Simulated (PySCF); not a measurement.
CH2NO, doublet, at a GFN2-xTB geometry; M06L/3-21G in PySCF.

PySCF was given this input:
```python
from pyscf import gto, scf, dft

mol = gto.Mole()
mol.atom = '''
    O    -0.262395    1.207920   -0.014006
    C    -0.414676    0.016799    0.000615
    N     0.434856   -0.993775    0.011091
    H     0.095012   -1.939934    0.023137
    H     1.448207   -0.867797    0.007580
'''
mol.basis = '3-21g'
mol.charge = 0
mol.spin = 1
mol.verbose = 5
mol.build()

mf = dft.UKS(mol)
mf.xc = 'm06l'
mf.kernel()
mf.analyze()
```

Task: Predict the main parts of the log of this PySCF run.

Result: 
```
PySCF version 2.14.0

[INPUT] verbose = 5
[INPUT] max_memory = 4000
[INPUT] num. atoms = 5
[INPUT] num. electrons = 23
[INPUT] charge = 0
[INPUT] spin (= nelec alpha-beta = 2S) = 1
[INPUT] symmetry False subgroup None
[INPUT] Mole.unit = angstrom
[INPUT] Symbol           X                Y                Z      unit          X                Y                Z       unit  Magmom
[...]
[INPUT] ---------------- BASIS SET ----------------
[INPUT] l, kappa, [nprim/nctr], expnt,             c_1 c_2 ...
[INPUT] C
[...]
                                25.9109           0.358794
                                5.53335           0.700713
[...]
                                0.770545          1.21584
[...]
                                0.770545          0.860619
[...]
[INPUT] N
[...]
                                36.4851           0.352955
                                7.81449           0.706513
[...]
                                1.14915           1.22442
[...]
                                1.14915           0.858953
[...]
[INPUT] H
[...]
                                0.824547          0.904691
[...]
[INPUT] O
[...]
                                48.4308           0.3515
                                10.4206           0.707658
[...]
                                1.5762            1.22156
[...]
                                1.5762            0.853955
[...]
nuclear repulsion = 64.4541773776902
number of shells = 19
number of NR pGTOs = 51
number of NR cGTOs = 31
basis = 3-21g
ecp = {}

******** <class 'pyscf.dft.uks.UKS'> ********
method = UKS
initial guess = minao
damping factor = 0
level_shift factor = 0
DIIS = <class 'pyscf.scf.diis.CDIIS'>
diis_start_cycle = 1
diis_space = 8
diis_damp = 0
SCF conv_tol = 1e-09
SCF conv_tol_grad = None
SCF max_cycles = 50
direct_scf = True
direct_scf_tol = 1e-13
number electrons alpha = 12  beta = 11
XC library pyscf.dft.libxc version 7.1.2
    S. Lehtola, C. Steigemann, M. J. T. Oliveira, and M. A. L. Marques,  SoftwareX 7, 1–5 (2018)
XC functionals = m06l
    Y. Zhao and D. G. Truhlar,  J. Chem. Phys. 125, 194101 (2006)
    Y. Zhao and D. G. Truhlar,  J. Chem. Phys. 125, 194101 (2006)
    Y. Zhao and D. G. Truhlar,  Theor. Chem. Acc. 120, 215 (2008)
radial grids:
    Treutler-Ahlrichs [JCP 102, 346 (1995); DOI:10.1063/1.469408] (M4) radial grids

becke partition: Becke, JCP 88, 2547 (1988); DOI:10.1063/1.454033
pruning grids: <function nwchem_prune>
grids dens level: 3
symmetrized grids: False
[...]
converged SCF energy = -168.291114203738  <S^2> = 0.75200417  2S+1 = 2.0020032
Total Energy =                        -168.291114203738402
[...]
1 C 2pz         -0.00111
1 C 3px         -0.02899
1 C 3py         -0.09410
1 C 3pz          0.00119
2 N 1s           0.00018
2 N 2s           0.00535
2 N 3s           0.00834
2 N 2px         -0.00244
2 N 2py          0.00248
2 N 2pz         -0.00003
2 N 3px          0.09782
2 N 3py          0.05254
2 N 3pz         -0.00082
3 H 1s           0.00543
3 H 2s          -0.04092
4 H 1s          -0.00162
4 H 2s           0.03357

To work with the spin densities directly, `use mulliken_meta_spin()` only printing them here.

 ** Mulliken spin pop alpha/beta on meta-lowdin orthogonal AOs **
 ** Mulliken Spin Density (per AO)  **
spin_pop of  0 O 1s       -0.00001
spin_pop of  0 O 2s        0.00353
spin_pop of  0 O 3s       -0.00004
spin_pop of  0 O 2px       0.31438
spin_pop of  0 O 2py       0.00435
spin_pop of  0 O 2pz      -0.00223
spin_pop of  0 O 3px       0.00126
spin_pop of  0 O 3py       0.00021
spin_pop of  0 O 3pz       0.00015
spin_pop of  1 C 1s       -0.00001
spin_pop of  1 C 2s        0.19143
spin_pop of  1 C 3s        0.00806
spin_pop of  1 C 2px       0.32633
spin_pop of  1 C 2py       0.05252
spin_pop of  1 C 2pz       0.02067
spin_pop of  1 C 3px      -0.00046
spin_pop of  1 C 3py       0.00073
spin_pop of  1 C 3pz       0.00009
spin_pop of  2 N 1s        0.00000
spin_pop of  2 N 2s        0.02339
spin_pop of  2 N 3s        0.00050
spin_pop of  2 N 2px       0.00394
spin_pop of  2 N 2py       0.01379
spin_pop of  2 N 2pz      -0.01824
spin_pop of  2 N 3px       0.00005
spin_pop of  2 N 3py       0.00018
spin_pop of  2 N 3pz      -0.00041
spin_pop of  3 H 1s       -0.00283
spin_pop of  3 H 2s        0.00047
spin_pop of  4 H 1s        0.05704
spin_pop of  4 H 2s        0.00116
 ** Mulliken Spin Density (per atom)  **
spin density of  0 O =      0.32160
spin density of  1 C =      0.59936
spin density of  2 N =      0.02320
spin density of  3 H =     -0.00236
spin density of  4 H =      0.05820
 ** Mulliken pop alpha/beta on meta-lowdin orthogonal AOs **
 ** Mulliken pop       alpha | beta **
[...]
In total            12.00000 | 11.00000
 ** Mulliken atomic charges   ( Nelec_alpha | Nelec_beta ) **
charge of  0O =     -0.29594  (     4.30877      3.98717 )
charge of  1C =      0.16550  (     3.21693      2.61757 )
charge of  2N =     -0.34742  (     3.68531      3.66211 )
charge of  3H =      0.25180  (     0.37292      0.37528 )
charge of  4H =      0.22606  (     0.41607      0.35787 )
Dipole moment(X, Y, Z, Debye):  1.84156, -3.42685,  0.03756
```
